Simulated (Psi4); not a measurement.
Cl3Y, charge +1, doublet, at a GFN2-xTB geometry (such geometries of metal compounds can be far from the true shape) (the multiplicity is a formal guess) (all electrons, no relativity); M06-L/3-21G (Psi4).

Input for Psi4:
```
memory 2 GB

molecule mol {
1 2
  Y     0.271887    0.698722    0.429923
  Cl    1.626806   -0.897967   -0.898043
  Cl   -0.883358   -1.297971    1.339505
  Cl   -1.367189    0.592988   -1.427755
}

set basis 3-21g
set reference uks
set scf_type pk

energy('m06-l')
print_variables()
```

Q: What does Psi4 print? Leave out banner, timings and long lists.

A: 
```
   => Loading Basis Set <=

    Name: 3-21G
    Role: ORBITAL
    Keyword: BASIS

         ---------------------------------------------------------
                                   SCF
               by Justin Turney, Rob Parrish, Andy Simmonett
                          and Daniel G. A. Smith
                              UKS Reference
         ---------------------------------------------------------

  ==> Geometry <==

    Molecular point group: c1
    Full point group: C1

    Geometry (in Angstrom), charge = 1, multiplicity = 2:

       Center              X                  Y                   Z               Mass
    ------------   -----------------  -----------------  -----------------  -----------------
         Y            0.259705967821     0.667417789375     0.410661430602    88.905840300000
         CL           1.614624967821    -0.929271210625    -0.917304569398    34.968852682000
         CL          -0.895539032179    -1.329275210625     1.320243430602    34.968852682000
         CL          -1.379370032179     0.561683789375    -1.447016569398    34.968852682000

  Running in c1 symmetry.

  Rotational constants: A =      0.05395  B =      0.05395  C =      0.04204 [cm^-1]
  Rotational constants: A =   1617.48805  B =   1617.48789  C =   1260.27488 [MHz]
  Nuclear repulsion =  559.949848200769452

  Charge       = 1
  Multiplicity = 2
  Electrons    = 89
  Nalpha       = 45
  Nbeta        = 44

  ==> Algorithm <==

  SCF Algorithm Type is PK.
  DIIS enabled.
  MOM disabled.
  Fractional occupation disabled.
  Guess Type is SAD.
  Energy threshold   = 1.00e-06
  Density threshold  = 1.00e-06
  Integral threshold = 1.00e-12

  ==> Primary Basis <==

  Basis Set: 3-21G
    Blend: 3-21G
    Number of shells: 35
    Number of basis functions: 78
    Number of Cartesian functions: 78
    Spherical Harmonics?: false
    Max angular momentum: 2

  ==> DFT Potential <==

   => LibXC <=

    Version 7.1.2
    S. Lehtola, C. Steigemann, M. J. T. Oliveira, and M. A. L. Marques,  SoftwareX 7, 1–5 (2018) (10.1016/j.softx.2017.11.002)

   => Composite Functional: M06-L <=

    M06-L Meta-GGA XC Functional

    Y. Zhao and D. G. Truhlar, J. Chem. Phys. 125, 194101, 2006

    Deriv               =              1
    GGA                 =           TRUE
    Meta                =           TRUE

    Exchange Hybrid     =          FALSE
    MP2 Hybrid          =          FALSE

   => Exchange Functionals <=

    1.0000   XC_MGGA_X_M06_L

   => Correlation Functionals <=

    1.0000   XC_MGGA_C_M06_L

   => LibXC Density Thresholds  <==

    XC_MGGA_C_M06_L:  1.00E-12
    XC_MGGA_X_M06_L:  1.00E-15

   => Molecular Quadrature <=

    Radial Scheme          =       TREUTLER
    Pruning Scheme         =           NONE
    Nuclear Scheme         =       TREUTLER

    Blocking Scheme        =         OCTREE
    BS radius alpha        =              1
    Pruning alpha          =              1
    Radial Points          =             75
    Spherical Points       =            302
    Total Points           =          87934
    Total Blocks           =            769
    Max Points             =            256
    Max Functions          =             66
    Weights Tolerance      =       1.00E-15

  ==> Integral Setup <==

  Using in-core PK algorithm.
   Calculation information:
      Number of atoms:                   4
      Number of AO shells:              35
      Number of primitives:             78
      Number of atomic orbitals:        78
      Number of basis functions:        78

      Integral cutoff                 1.00e-12
      Number of threads:                 1

  Performing in-core PK
  Using 9495642 doubles for integral storage.
  We computed 145662 shell quartets total.
  Whereas there are 198765 unique shell quartets.

  ==> DiskJK: Disk-Based J/K Matrices <==

    J tasked:                  Yes
    K tasked:                   No
    wK tasked:                  No
    Schwarz Cutoff:          1E-12

[...]
   @UKS iter  69: -4691.51749797271987    1.60912e-02   1.34268e-03 DIIS/ADIIS
   @UKS iter  70: -4691.51375257933250    3.74539e-03   1.48366e-03 DIIS/ADIIS
   @UKS iter  71: -4691.51308949218310    6.63087e-04   1.50347e-03 DIIS/ADIIS
   @UKS iter  72: -4691.50838209832818    4.70739e-03   1.66630e-03 DIIS/ADIIS
   @UKS iter  73: -4691.52939131730272   -2.10092e-02   7.41364e-04 DIIS/ADIIS
   @UKS iter  74: -4691.52926494232452    1.26375e-04   7.07916e-04 DIIS/ADIIS
   @UKS iter  75: -4691.53322971363286   -3.96477e-03   2.55679e-04 DIIS/ADIIS
   @UKS iter  76: -4691.53222497830302    1.00474e-03   4.38645e-04 DIIS/ADIIS
   @UKS iter  77: -4691.50647474938069    2.57502e-02   1.71340e-03 DIIS/ADIIS
   @UKS iter  78: -4691.53184378899095   -2.53690e-02   4.94282e-04 DIIS/ADIIS
   @UKS iter  79: -4691.52732786059914    4.51593e-03   8.84076e-04 DIIS/ADIIS
   @UKS iter  80: -4691.52382830262195    3.49956e-03   9.84152e-04 DIIS/ADIIS
   @UKS iter  81: -4691.52264620636470    1.18210e-03   1.16196e-03 DIIS/ADIIS
   @UKS iter  82: -4691.51071378106735    1.19324e-02   1.55052e-03 DIIS/ADIIS
   @UKS iter  83: -4691.51666966559333   -5.95588e-03   1.33061e-03 DIIS/ADIIS
   @UKS iter  84: -4691.52959146338071   -1.29218e-02   7.20936e-04 DIIS/ADIIS
   @UKS iter  85: -4691.52283072102910    6.76074e-03   1.14086e-03 DIIS/ADIIS
   @UKS iter  86: -4691.53068678231648   -7.85606e-03   6.26510e-04 DIIS/ADIIS
   @UKS iter  87: -4691.52386438136182    6.82240e-03   1.09870e-03 DIIS/ADIIS
   @UKS iter  88: -4691.53021118993638   -6.34681e-03   6.53048e-04 DIIS/ADIIS
   @UKS iter  89: -4691.53291379277198   -2.70260e-03   3.23231e-04 DIIS/ADIIS
   @UKS iter  90: -4691.51869989141051    1.42139e-02   1.33878e-03 DIIS/ADIIS
   @UKS iter  91: -4691.50955738632729    9.14251e-03   1.64349e-03 DIIS/ADIIS
   @UKS iter  92: -4691.50868852230451    8.68864e-04   1.66940e-03 DIIS/ADIIS
   @UKS iter  93: -4691.51050253481208   -1.81401e-03   1.61787e-03 DIIS/ADIIS
   @UKS iter  94: -4691.51017239110115    3.30144e-04   1.62700e-03 DIIS/ADIIS
   @UKS iter  95: -4691.50653942448753    3.63297e-03   1.71733e-03 DIIS/ADIIS
   @UKS iter  96: -4691.53072764960234   -2.41882e-02   6.13842e-04 DIIS/ADIIS
   @UKS iter  97: -4691.51781670630135    1.29109e-02   1.37492e-03 DIIS/ADIIS
   @UKS iter  98: -4691.51791883963597   -1.02133e-04   1.36996e-03 DIIS/ADIIS
   @UKS iter  99: -4691.51817984293848   -2.61003e-04   1.36299e-03 DIIS/ADIIS
   @UKS iter 100: -4691.52501845485949   -6.83861e-03   1.05253e-03 DIIS/ADIIS

PsiException: Could not converge SCF iterations in 100 iterations.

  Failed to converge.

Traceback (most recent call last):
  File "psi4", line 375, in <module>
  File "<string>", line 26, in <module>
  File "site-packages/psi4/driver/driver.py", line 533, in energy
  File "site-packages/psi4/driver/procrouting/proc.py", line 2760, in run_scf
  File "site-packages/psi4/driver/procrouting/proc.py", line 2047, in scf_helper
  File "site-packages/psi4/driver/procrouting/scf_proc/scf_iterator.py", line 93, in scf_compute_energy
  File "site-packages/psi4/driver/procrouting/scf_proc/scf_iterator.py", line 86, in scf_compute_energy
  File "site-packages/psi4/driver/procrouting/scf_proc/scf_iterator.py", line 609, in scf_iterate

psi4.driver.p4util.exceptions.SCFConvergenceError: Could not converge SCF iterations in 100 iterations.

Printing out the relevant lines from the Psithon --> Python processed input file:
    ""","mol")
    core.IO.set_default_namespace("mol")
    core.set_global_option("BASIS", "3-21g")
    core.set_global_option("REFERENCE", "uks")
    core.set_global_option("SCF_TYPE", "pk")
--> energy('m06-l')
    print_variables()

!-------------------------------------------------------!
!                                                       !
!  Could not converge SCF iterations in 100 iterations. !
!                                                       !
!-------------------------------------------------------!
```

Convergence was not reached.
